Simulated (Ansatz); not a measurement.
All values below come from B3LYP-D3(BJ)/def2-SVP (Ansatz, an electronic-structure program). No frequencies were computed at this level.

Ansatz 0.2 input:
```yaml
crystal:
  periodic: [false, false, false]
  atoms:
    - { symbol: In, position_ang: [0.000521, 0.51163, -0.031596] }
    - { symbol: C, position_ang: [0.979562, 0.557465, 1.981139] }
    - { symbol: H, position_ang: [0.246264, 0.571959, 2.787082] }
    - { symbol: H, position_ang: [1.606122, 1.443523, 2.074771] }
    - { symbol: H, position_ang: [1.61378, -0.320748, 2.097735] }
    - { symbol: C, position_ang: [1.253723, 0.697391, -1.878083] }
    - { symbol: H, position_ang: [2.109456, 0.024398, -1.8314] }
    - { symbol: H, position_ang: [1.629703, 1.716088, -1.969994] }
    - { symbol: H, position_ang: [0.672759, 0.469295, -2.771728] }
    - { symbol: C, position_ang: [-2.218819, 0.753689, -0.228233] }
    - { symbol: H, position_ang: [-2.472432, 1.805035, -0.359076] }
    - { symbol: H, position_ang: [-2.738182, 0.386499, 0.656599] }
    - { symbol: H, position_ang: [-2.582492, 0.209281, -1.100019] }
    - { symbol: C, position_ang: [-0.21364, -2.743119, -1.236338] }
    - { symbol: O, position_ang: [-0.132214, -2.014159, -0.034308] }
    - { symbol: C, position_ang: [-0.909315, -2.569573, 1.000949] }
    - { symbol: H, position_ang: [-1.248992, -2.812416, -1.5881] }
    - { symbol: H, position_ang: [0.384232, -2.203675, -1.968361] }
    - { symbol: H, position_ang: [0.188517, -3.754165, -1.101163] }
    - { symbol: H, position_ang: [-0.8072, -1.902821, 1.855693] }
    - { symbol: H, position_ang: [-0.544363, -3.56948, 1.263234] }
    - { symbol: H, position_ang: [-1.964035, -2.635093, 0.712172] }
basis:
  gaussian: { orbitals: def2-svp }
hamiltonian:
  xc: b3lyp
  dispersion: d3bj
relax:
  max_steps: 150
```

Output:

```
[...]
relax step   2: F+E_penalty+E_count = -12647.36049727 eV  Δ(F+E_penalty+E_count) = -6.429e-2 eV  max|allowed force component| = 1.024e-1 eV/Å  Δτ_max = 0.0899 Å  (30 SCF iters, accepted)
these checks for a lower state are left out or cut short: starts, cluster_reference, orbital_swaps, neighbouring_geometries, increment
2157 factors; integrals over basis functions are off by at most 4.1e-4 eV
mean field -12646.53295298 eV, -464.7515138942 hartree, gradient 1.5e-5 eV, S^2 0.000000; 0 other end points of the search recorded, 0 dependent functions left out
reference -12646.53327300 eV, -464.7515256545 hartree; 37, 37 occupied and 148, 148 virtual orbitals, 2157 factors
relax step   3: F+E_penalty+E_count = -12647.37016070 eV  Δ(F+E_penalty+E_count) = -9.663e-3 eV  max|allowed force component| = 6.616e-2 eV/Å  Δτ_max = 0.0412 Å  (30 SCF iters, accepted)
these checks for a lower state are left out or cut short: starts, cluster_reference, orbital_swaps, neighbouring_geometries, increment
2157 factors; integrals over basis functions are off by at most 4.1e-4 eV
mean field evaluation 32: about -12646.4961 eV, gradient 1.7e-2 eV
mean field -12646.53120175 eV, -464.7514495377 hartree, gradient 1.6e-5 eV, S^2 0.000000; 0 other end points of the search recorded, 0 dependent functions left out
reference -12646.53152163 eV, -464.7514612928 hartree; 37, 37 occupied and 148, 148 virtual orbitals, 2157 factors
relax step   4: F+E_penalty+E_count = -12647.36953872 eV  Δ(F+E_penalty+E_count) = +6.220e-4 eV  max|allowed force component| = 1.839e-1 eV/Å  Δτ_max = 0.0518 Å  (29 SCF iters, rejected (line search))
these checks for a lower state are left out or cut short: starts, cluster_reference, orbital_swaps, neighbouring_geometries, increment
2157 factors; integrals over basis functions are off by at most 4.1e-4 eV
mean field -12646.53498189 eV, -464.7515884551 hartree, gradient 1.6e-5 eV, S^2 0.000000; 0 other end points of the search recorded, 0 dependent functions left out
reference -12646.53530202 eV, -464.7516002196 hartree; 37, 37 occupied and 148, 148 virtual orbitals, 2157 factors
relax step   5: F+E_penalty+E_count = -12647.37156845 eV  Δ(F+E_penalty+E_count) = -1.408e-3 eV  max|allowed force component| = 2.566e-2 eV/Å  Δτ_max = 0.0259 Å  (30 SCF iters, accepted)
these checks for a lower state are left out or cut short: starts, cluster_reference, orbital_swaps, neighbouring_geometries, increment
2157 factors; integrals over basis functions are off by at most 4.1e-4 eV
mean field -12646.53514821 eV, -464.7515945674 hartree, gradient 1.6e-5 eV, S^2 0.000000; 0 other end points of the search recorded, 0 dependent functions left out
reference -12646.53546833 eV, -464.7516063315 hartree; 37, 37 occupied and 148, 148 virtual orbitals, 2157 factors
relax step   6: F+E_penalty+E_count = -12647.37266699 eV  Δ(F+E_penalty+E_count) = -1.099e-3 eV  max|allowed force component| = 4.861e-2 eV/Å  Δτ_max = 0.0526 Å  (29 SCF iters, accepted)
these checks for a lower state are left out or cut short: starts, cluster_reference, orbital_swaps, neighbouring_geometries, increment
2157 factors; integrals over basis functions are off by at most 4.1e-4 eV
mean field -12646.53474335 eV, -464.7515796889 hartree, gradient 1.6e-5 eV, S^2 0.000000; 0 other end points of the search recorded, 0 dependent functions left out
reference -12646.53506342 eV, -464.7515914515 hartree; 37, 37 occupied and 148, 148 virtual orbitals, 2157 factors
relax step   7: F+E_penalty+E_count = -12647.37326564 eV  Δ(F+E_penalty+E_count) = -5.986e-4 eV  max|allowed force component| = 4.525e-2 eV/Å  Δτ_max = 0.0367 Å  (29 SCF iters, accepted)
these checks for a lower state are left out or cut short: starts, cluster_reference, orbital_swaps, neighbouring_geometries, increment
2157 factors; integrals over basis functions are off by at most 4.1e-4 eV
mean field evaluation 64: about -12646.5337 eV, gradient 1.5e-5 eV
mean field -12646.53369258 eV, -464.7515410740 hartree, gradient 1.5e-5 eV, S^2 0.000000; 0 other end points of the search recorded, 0 dependent functions left out
reference -12646.53401247 eV, -464.7515528297 hartree; 37, 37 occupied and 148, 148 virtual orbitals, 2157 factors
relax step   8: F+E_penalty+E_count = -12647.37403197 eV  Δ(F+E_penalty+E_count) = -7.663e-4 eV  max|allowed force component| = 5.224e-2 eV/Å  Δτ_max = 0.0694 Å  (29 SCF iters, accepted)
these checks for a lower state are left out or cut short: starts, cluster_reference, orbital_swaps, neighbouring_geometries, increment
2157 factors; integrals over basis functions are off by at most 4.1e-4 eV
mean field -12646.53351366 eV, -464.7515344986 hartree, gradient 1.6e-5 eV, S^2 0.000000; 0 other end points of the search recorded, 0 dependent functions left out
reference -12646.53383343 eV, -464.7515462501 hartree; 37, 37 occupied and 148, 148 virtual orbitals, 2157 factors
relax step   9: F+E_penalty+E_count = -12647.37452449 eV  Δ(F+E_penalty+E_count) = -4.925e-4 eV  max|allowed force component| = 5.156e-2 eV/Å  Δτ_max = 0.0260 Å  (30 SCF iters, accepted)
these checks for a lower state are left out or cut short: starts, cluster_reference, orbital_swaps, neighbouring_geometries, increment
2157 factors; integrals over basis functions are off by at most 4.1e-4 eV
mean field -12646.53284731 eV, -464.7515100108 hartree, gradient 1.5e-5 eV, S^2 0.000000; 0 other end points of the search recorded, 0 dependent functions left out
reference -12646.53316698 eV, -464.7515217585 hartree; 37, 37 occupied and 148, 148 virtual orbitals, 2157 factors
relax step  10: F+E_penalty+E_count = -12647.37515990 eV  Δ(F+E_penalty+E_count) = -6.354e-4 eV  max|allowed force component| = 5.581e-2 eV/Å  Δτ_max = 0.0744 Å  (28 SCF iters, accepted)
these checks for a lower state are left out or cut short: starts, cluster_reference, orbital_swaps, neighbouring_geometries, increment
2157 factors; integrals over basis functions are off by at most 4.1e-4 eV
mean field -12646.53250842 eV, -464.7514975567 hartree, gradient 1.5e-5 eV, S^2 0.000000; 0 other end points of the search recorded, 0 dependent functions left out
reference -12646.53282783 eV, -464.7515092948 hartree; 37, 37 occupied and 148, 148 virtual orbitals, 2157 factors
relax step  11: F+E_penalty+E_count = -12647.37538690 eV  Δ(F+E_penalty+E_count) = -2.270e-4 eV  max|allowed force component| = 5.294e-2 eV/Å  Δτ_max = 0.0416 Å  (29 SCF iters, accepted)
these checks for a lower state are left out or cut short: starts, cluster_reference, orbital_swaps, neighbouring_geometries, increment
2157 factors; integrals over basis functions are off by at most 4.1e-4 eV
mean field -12646.53431142 eV, -464.7515638160 hartree, gradient 2.6e-5 eV, S^2 0.000000; 0 other end points of the search recorded, 0 dependent functions left out
reference -12646.53463110 eV, -464.7515755641 hartree; 37, 37 occupied and 148, 148 virtual orbitals, 2157 factors
relax step  12: F+E_penalty+E_count = -12647.37560855 eV  Δ(F+E_penalty+E_count) = -2.217e-4 eV  max|allowed force component| = 3.218e-2 eV/Å  Δτ_max = 0.0225 Å  (23 SCF iters, accepted)
these checks for a lower state are left out or cut short: starts, cluster_reference, orbital_swaps, neighbouring_geometries, increment
2157 factors; integrals over basis functions are off by at most 4.1e-4 eV
mean field evaluation 96: about -12646.5345 eV, gradient 9.4e-4 eV
mean field -12646.53447028 eV, -464.7515696537 hartree, gradient 5.5e-6 eV, S^2 0.000000; 0 other end points of the search recorded, 0 dependent functions left out
reference -12646.53478996 eV, -464.7515814018 hartree; 37, 37 occupied and 148, 148 virtual orbitals, 2157 factors
relax step  13: F+E_penalty+E_count = -12647.37595263 eV  Δ(F+E_penalty+E_count) = -3.441e-4 eV  max|allowed force component| = 4.656e-3 eV/Å  Δτ_max = 0.0113 Å  (24 SCF iters, accepted)
these checks for a lower state are left out or cut short: starts, cluster_reference, orbital_swaps, neighbouring_geometries, increment
2157 factors; integrals over basis functions are off by at most 4.1e-4 eV
mean field -12646.53452991 eV, -464.7515718453 hartree, gradient 1.5e-5 eV, S^2 0.000000; 0 other end points of the search recorded, 0 dependent functions left out
reference -12646.53484963 eV, -464.7515835946 hartree; 37, 37 occupied and 148, 148 virtual orbitals, 2157 factors
relax step  14: F+E_penalty+E_count = -12647.37603248 eV  Δ(F+E_penalty+E_count) = -7.985e-5 eV  max|allowed force component| = 6.358e-3 eV/Å  Δτ_max = 0.0203 Å  (30 SCF iters, accepted)
these checks for a lower state are left out or cut short: starts, cluster_reference, orbital_swaps, neighbouring_geometries, increment
2157 factors; integrals over basis functions are off by at most 4.1e-4 eV
mean field -12646.53478772 eV, -464.7515813194 hartree, gradient 1.4e-5 eV, S^2 0.000000; 0 other end points of the search recorded, 0 dependent functions left out
reference -12646.53510760 eV, -464.7515930750 hartree; 37, 37 occupied and 148, 148 virtual orbitals, 2157 factors
relax step  15: F+E_penalty+E_count = -12647.37611895 eV  Δ(F+E_penalty+E_count) = -8.647e-5 eV  max|allowed force component| = 1.569e-2 eV/Å  Δτ_max = 0.0467 Å  (29 SCF iters, accepted)
these checks for a lower state are left out or cut short: starts, cluster_reference, orbital_swaps, neighbouring_geometries, increment
2157 factors; integrals over basis functions are off by at most 4.1e-4 eV
mean field -12646.53486086 eV, -464.7515840075 hartree, gradient 6.2e-6 eV, S^2 0.000000; 0 other end points of the search recorded, 0 dependent functions left out
reference -12646.53518080 eV, -464.7515957649 hartree; 37, 37 occupied and 148, 148 virtual orbitals, 2157 factors
relax step  16: F+E_penalty+E_count = -12647.37614786 eV  Δ(F+E_penalty+E_count) = -2.891e-5 eV  max|allowed force component| = 1.220e-2 eV/Å  Δτ_max = 0.0054 Å  (23 SCF iters, accepted)
these checks for a lower state are left out or cut short: starts, cluster_reference, orbital_swaps, neighbouring_geometries, increment
2157 factors; integrals over basis functions are off by at most 4.1e-4 eV
mean field -12646.53500160 eV, -464.7515891794 hartree, gradient 1.4e-5 eV, S^2 0.000000; 0 other end points of the search recorded, 0 dependent functions left out
reference -12646.53532173 eV, -464.7516009440 hartree; 37, 37 occupied and 148, 148 virtual orbitals, 2157 factors
relax step  17: F+E_penalty+E_count = -12647.37619519 eV  Δ(F+E_penalty+E_count) = -4.733e-5 eV  max|allowed force component| = 7.071e-3 eV/Å  Δτ_max = 0.0237 Å  (30 SCF iters, accepted)
these checks for a lower state are left out or cut short: starts, cluster_reference, orbital_swaps, neighbouring_geometries, increment
2157 factors; integrals over basis functions are off by at most 4.1e-4 eV
mean field evaluation 128: about -12646.5350 eV, gradient 8.8e-4 eV
mean field -12646.53502185 eV, -464.7515899235 hartree, gradient 2.0e-5 eV, S^2 0.000000; 0 other end points of the search recorded, 0 dependent functions left out
reference -12646.53534210 eV, -464.7516016925 hartree; 37, 37 occupied and 148, 148 virtual orbitals, 2157 factors
relax step  18: F+E_penalty+E_count = -12647.37621131 eV  Δ(F+E_penalty+E_count) = -1.612e-5 eV  max|allowed force component| = 8.602e-3 eV/Å  Δτ_max = 0.0143 Å  (22 SCF iters, accepted)
2157 factors; integrals over basis functions are off by at most 4.1e-4 eV
mean field -12646.53502185 eV, -464.7515899235 hartree, gradient 2.0e-5 eV, S^2 0.000000; 1 other end points of the search recorded, 0 dependent functions left out
reference -12646.53534210 eV, -464.7516016925 hartree; 37, 37 occupied and 148, 148 virtual orbitals, 2157 factors
Total energy: -12647.37653156 eV, -464.7825148353 hartree
Atom 0 at     0.010998     0.469260    -0.051294 Å, force     0.000343     0.000223     0.000687 eV/Å
Atom 1 at     0.867370     0.614562     1.969826 Å, force     0.000956     0.000274     0.001257 eV/Å
Atom 2 at     0.104219     0.467449     2.750205 Å, force     0.000973     0.000046    -0.000234 eV/Å
Atom 3 at     1.321960     1.606436     2.124134 Å, force    -0.000616    -0.001346    -0.000592 eV/Å
Atom 4 at     1.660155    -0.139334     2.102051 Å, force    -0.001576     0.001155    -0.000979 eV/Å
Atom 5 at     1.329408     0.593902    -1.807914 Å, force    -0.003000    -0.000860     0.001859 eV/Å
Atom 6 at     2.131229    -0.158360    -1.735958 Å, force     0.002666    -0.002503     0.000866 eV/Å
Atom 7 at     1.806944     1.585465    -1.859486 Å, force     0.001766     0.003769    -0.000283 eV/Å
Atom 8 at     0.777412     0.435279    -2.747530 Å, force    -0.001212    -0.000269    -0.002802 eV/Å
Atom 9 at    -2.167158     0.657093    -0.319800 Å, force    -0.005827     0.002514    -0.003225 eV/Å
Atom 10 at    -2.459727     1.716324    -0.406545 Å, force     0.001726    -0.008602     0.001832 eV/Å
Atom 11 at    -2.711200     0.228317     0.537210 Å, force     0.002200     0.002205    -0.004687 eV/Å
Atom 12 at    -2.496405     0.144000    -1.238017 Å, force     0.002089     0.003157     0.006057 eV/Å
Atom 13 at    -0.411599    -2.597020    -1.283701 Å, force    -0.000607    -0.003535     0.002809 eV/Å
Atom 14 at    -0.097677    -1.976557    -0.049807 Å, force     0.001865     0.001462    -0.002356 eV/Å
Atom 15 at    -0.721681    -2.577616     1.070581 Å, force     0.002383    -0.000085     0.002204 eV/Å
Atom 16 at    -1.495753    -2.545973    -1.491702 Å, force    -0.002001     0.000490    -0.000387 eV/Å
Atom 17 at     0.134243    -2.060052    -2.069591 Å, force     0.002785     0.002583    -0.005083 eV/Å
Atom 18 at    -0.094855    -3.655185    -1.276165 Å, force    -0.000423     0.001055     0.000420 eV/Å
Atom 19 at    -0.392751    -2.029836     1.962795 Å, force    -0.000468    -0.000127     0.001468 eV/Å
Atom 20 at    -0.419705    -3.636303     1.159538 Å, force    -0.000411    -0.001126     0.001101 eV/Å
Atom 21 at    -1.822474    -2.520845     0.992144 Å, force    -0.003611    -0.000478     0.000067 eV/Å
Dipole moment:    -0.181022    -0.675864    -0.019544 e Å
```

Cost: roughly 7 core-minutes.
